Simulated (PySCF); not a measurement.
# Atomic charges against the basis set

C4H5B.
Structure used (PBE0-D3(BJ)/def2-SVP), in Å, numbered top down from 1:
```xyz
10
C4H5B angstrom
B     -1.0100    1.2039    0.3928
C     -0.2521   -0.1043    0.0328
C     -0.9322   -1.2777    0.0592
C      1.1342   -0.0687   -0.3200
C      2.3097   -0.0033   -0.6154
H     -2.1816    1.1280    0.6822
H     -0.4535    2.2740    0.3870
H     -1.9913   -1.2895    0.3297
H     -0.4598   -2.2355   -0.1834
H      3.3501    0.0530   -0.8767
```

PBE0 throughout (PySCF), one geometry, spherical d and f functions. Isolated species at its PBE0-D3(BJ)/def2-SVP geometry, gas phase. Atoms taken as equivalent share a column and are averaged. The first 7 of 9 kinds of atom are listed.

Mulliken charges (e):

```tsv
basis	functions	B1	C2	C3	C4	C5	H6/H7	H8
STO-3G	30	+0.166	-0.111	-0.113	-0.042	-0.135	-0.043	+0.101
6-31G	55	+0.180	-0.015	-0.310	+0.030	-0.489	-0.027	+0.183
pcSseg-0	55	+0.267	-0.425	-0.282	-0.076	-0.293	+0.020	+0.241
6-31G*	80	+0.045	-0.040	-0.366	+0.274	-0.548	-0.002	+0.197
cc-pVDZ	95	+0.060	-0.152	+0.023	+0.469	-0.481	-0.022	+0.063
def2-SVP	95	+0.076	-0.128	-0.007	+0.324	-0.412	-0.022	+0.074
aug-cc-pVDZ	160	-1.320	+0.484	+0.639	-0.331	+0.805	+0.596	-0.487
6-311+G(2d,p)	165	-0.122	+0.661	-0.418	+0.593	-1.189	+0.009	+0.155
def2-TZVP	185	-0.039	-0.147	-0.195	+0.009	-0.140	+0.018	+0.151
cc-pVTZ	220	-0.027	-0.072	-0.186	+0.061	-0.214	+0.013	+0.139
IGLO-III	225	+0.196	-0.074	-0.196	-0.079	-0.159	-0.049	+0.129
```

IAO charges (e):

| basis | functions | B1 | C2 | C3 | C4 | C5 | H6/H7 | H8 |
| --- | --- | --- | --- | --- | --- | --- | --- | --- |
| STO-3G | 30 | +0.086 | -0.175 | -0.176 | -0.036 | -0.157 | +0.003 | +0.144 |
| 6-31G | 55 | +0.035 | -0.135 | -0.211 | -0.023 | -0.229 | +0.014 | +0.165 |
| pcSseg-0 | 55 | +0.030 | -0.142 | -0.190 | -0.023 | -0.217 | +0.014 | +0.160 |
| 6-31G* | 80 | +0.054 | -0.144 | -0.195 | -0.023 | -0.224 | +0.008 | +0.159 |
| cc-pVDZ | 95 | +0.038 | -0.137 | -0.198 | -0.021 | -0.232 | +0.013 | +0.161 |
| def2-SVP | 95 | +0.046 | -0.141 | -0.188 | -0.018 | -0.225 | +0.009 | +0.156 |
| aug-cc-pVDZ | 160 | +0.040 | -0.137 | -0.205 | -0.019 | -0.243 | +0.014 | +0.166 |
| 6-311+G(2d,p) | 165 | +0.042 | -0.140 | -0.204 | -0.018 | -0.243 | +0.013 | +0.165 |
| def2-TZVP | 185 | +0.041 | -0.139 | -0.205 | -0.019 | -0.243 | +0.013 | +0.165 |
| cc-pVTZ | 220 | +0.040 | -0.139 | -0.205 | -0.019 | -0.242 | +0.013 | +0.165 |
| IGLO-III | 225 | +0.041 | -0.140 | -0.206 | -0.019 | -0.244 | +0.014 | +0.166 |

Hirshfeld charges (e):

| basis | functions | B1 | C2 | C3 | C4 | C5 | H6/H7 | H8 |
| --- | --- | --- | --- | --- | --- | --- | --- | --- |
| STO-3G | 30 | +0.166 | -0.031 | +0.004 | -0.060 | -0.095 | -0.069 | +0.038 |
| 6-31G | 55 | +0.140 | -0.044 | -0.027 | -0.051 | -0.119 | -0.057 | +0.058 |
| pcSseg-0 | 55 | +0.139 | -0.046 | -0.020 | -0.050 | -0.111 | -0.059 | +0.056 |
| 6-31G* | 80 | +0.142 | -0.046 | -0.025 | -0.052 | -0.120 | -0.057 | +0.058 |
| cc-pVDZ | 95 | +0.141 | -0.052 | -0.024 | -0.046 | -0.115 | -0.058 | +0.058 |
| def2-SVP | 95 | +0.142 | -0.055 | -0.025 | -0.043 | -0.114 | -0.058 | +0.059 |
| aug-cc-pVDZ | 160 | +0.146 | -0.065 | -0.033 | -0.047 | -0.112 | -0.054 | +0.061 |
| 6-311+G(2d,p) | 165 | +0.151 | -0.069 | -0.028 | -0.051 | -0.112 | -0.055 | +0.060 |
| def2-TZVP | 185 | +0.145 | -0.063 | -0.030 | -0.048 | -0.113 | -0.055 | +0.060 |
| cc-pVTZ | 220 | +0.144 | -0.059 | -0.030 | -0.045 | -0.114 | -0.056 | +0.060 |
| IGLO-III | 225 | +0.145 | -0.064 | -0.033 | -0.048 | -0.112 | -0.053 | +0.060 |

ESP-fitted charges (e):

```csv
basis,functions,B1,C2,C3,C4,C5,H6/H7,H8
STO-3G,30,+0.139,+0.293,-0.345,-0.183,-0.209,-0.088,+0.133
6-31G,55,+0.224,+0.155,-0.405,-0.040,-0.397,-0.105,+0.179
pcSseg-0,55,+0.249,+0.135,-0.420,-0.062,-0.389,-0.108,+0.186
6-31G*,80,+0.191,+0.218,-0.431,-0.087,-0.382,-0.097,+0.182
cc-pVDZ,95,+0.168,+0.219,-0.406,-0.096,-0.375,-0.087,+0.174
def2-SVP,95,+0.169,+0.223,-0.406,-0.099,-0.370,-0.088,+0.174
aug-cc-pVDZ,160,+0.198,+0.191,-0.444,-0.026,-0.445,-0.096,+0.189
"6-311+G(2d,p)",165,+0.185,+0.211,-0.460,-0.038,-0.448,-0.091,+0.194
def2-TZVP,185,+0.179,+0.226,-0.462,-0.043,-0.444,-0.092,+0.193
cc-pVTZ,220,+0.184,+0.215,-0.444,-0.049,-0.432,-0.093,+0.187
IGLO-III,225,+0.186,+0.210,-0.451,-0.041,-0.440,-0.092,+0.190
```

Some averages cover members that differ in this geometry, most widely: H6/H7, Mulliken in cc-pVDZ -0.037 to -0.007; H6/H7, Mulliken in 6-31G -0.039 to -0.014; H6/H7, Mulliken in IGLO-III -0.062 to -0.036 e.

Q: Which scheme is steadiest as the basis changes?

A: Largest range over the bases for any column: Hirshfeld 0.04 e, IAO 0.09 e, ESP-fitted 0.24 e, Mulliken 1.99 e. Hirshfeld charges move least and Mulliken charges most, counted in e. Without the minimal STO-3G basis the ranges are Hirshfeld 0.02, IAO 0.03, ESP-fitted 0.09, Mulliken 1.99 e.

Q: How much do the charges still move between the two largest bases, cc-pVTZ and IGLO-III?

A: At most, over all atoms: Mulliken 0.223 e, IAO 0.002 e, Hirshfeld 0.005 e, ESP-fitted 0.008 e.

Q: What do the same runs give for the total energy, the frontier levels and the dipole moment?

A: 
```
        basis  energy (Eh)  HOMO (eV)  LUMO (eV)  μ (D)
       STO-3G    -177.7319      -5.47       0.23   1.08
        6-31G    -179.8913      -7.17      -2.09   1.20
     pcSseg-0    -179.5488      -7.49      -2.36   1.20
       6-31G*    -179.9263      -7.10      -2.07   1.19
      cc-pVDZ    -179.9417      -7.27      -2.28   1.16
     def2-SVP    -179.8000      -7.35      -2.32   1.18
  aug-cc-pVDZ    -179.9493      -7.40      -2.42   1.15
6-311+G(2d,p)    -179.9800      -7.42      -2.43   1.15
    def2-TZVP    -179.9943      -7.40      -2.41   1.16
      cc-pVTZ    -179.9908      -7.38      -2.38   1.17
     IGLO-III    -179.9983      -7.41      -2.43   1.15
```

The dipole is fixed by the density alone, so its range of 0.12 D shows that the density itself changes with the basis, not only its division among atoms.
